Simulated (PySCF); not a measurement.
C6H9BO3, SMILES OB(O)CCc1ccco1 at its GFN2-xTB optimised geometry (Å):

```
19

O     -2.8099    -1.7290     3.6506
B     -2.3944    -1.2191     2.4695
O     -2.6380     0.0900     2.2237
C     -1.6578    -2.2344     1.4640
C     -1.4107    -1.7190     0.0333
C     -0.4188    -0.6075     0.0000
C      0.9436    -0.6075     0.0000
C      1.3475     0.7520     0.0000
C      0.2037     1.4818     0.0018
O     -0.8740     0.6704     0.0008
H     -3.2404    -1.0877     4.2179
H     -2.3055     0.4417     1.3956
H     -2.2518    -3.1473     1.4019
H     -0.7006    -2.5303     1.8974
H     -1.0332    -2.5374    -0.5833
H     -2.3508    -1.3687    -0.3982
H      1.5828    -1.4663    -0.0043
H      2.3508     1.1255    -0.0022
H      0.0194     2.5374     0.0002
```

Calculation: PBE/def2-SVP run with PySCF. Cells within 0.4 Å of a nucleus heavier than hydrogen are left out (blank, or x).

Map of the electrostatic potential (hartree/e), clipped to [-0.08, 0.12] on the plane z = 0.0 Å:

```
|0000000001111111100000000|
|0000000011111111110000000|
|0000000111122211111000000|
|0000000111233321111110000|
|0000000112368632111111000|
|0000000112599952111111100|
|0000000112699993222111110|
|0000000013899997434321110|
|000000001699xx99999832111|
|000011003999xx99999942111|
|0001111099x9999xx99942111|
|0001122299x9999x999421110|
|0001122389999999993211110|
|00012345999x99xx972111100|
|00012599999x99xx982111100|
|0011399999999999994211100|
|00012799xx999799995211000|
|000113899x994349983211000|
|0000113999963223432111000|
|0000011359842111211111000|
|0000011123321111111110000|
|0000001111111111111100000|
|0000000011111111100000000|
|0000000000000000000000000|
|0000000000000000000000000|
```
Scale: ten equal steps from -0.006 (start of '0') to 0.120 (end of '9'), in the order '0123456789'; x runs from -5.00 to 5.00, y from -5.00 (bottom) to 5.00 (top).
